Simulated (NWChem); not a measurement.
Molecule: CuNH3F; SMILES [NH3]->[Cu][F]

```xyz
6

Cu     0.0000     0.0000     0.7580
F      0.0000     0.0000    -0.9894
N      0.0000     0.0000     2.6798
H      0.6749    -0.6638     3.0641
H     -0.9123    -0.2526     3.0640
H      0.2374     0.9164     3.0640
```
Atoms are numbered in this order, from 1.

All runs: NWChem. Pople sets run with spherical d functions. Coordinates come from a PBE0/def2-SVP optimisation. B3LYP is NWChem's, with the RPA form of VWN correlation. GIAO values for the isolated, static molecule; σ is the absolute isotropic shielding, δ = σ(reference) − σ with the isolated reference molecule computed at the same levels (19F: trichlorofluoromethane, 1H: tetramethylsilane, 15N: ammonia).

```
level                σ Cu1 (ppm)  δ F2 (ppm)  δ N3 (ppm)  δ H4 (ppm)
-------------------  -----------  ----------  ----------  ----------
B3LYP/6-31G*             -1116.6      -309.4       -14.7        0.46
BHandHLYP/pcSseg-1         583.6      -346.8        -5.8        1.57
PBE/pcSseg-1                99.7      -378.2         6.2        1.62
Hartree-Fock/6-31G*          ___         ___         ___         ___
KT2/pcSseg-1               176.6      -376.8         3.9        1.57
```

Task: Fill in the missing entries.

Result: 
- Hartree-Fock/6-31G*, σ Cu1 (ppm): -160.4
- Hartree-Fock/6-31G*, δ F2 (ppm): -276.6
- Hartree-Fock/6-31G*, δ N3 (ppm): -27.1
- Hartree-Fock/6-31G*, δ H4 (ppm): 0.81
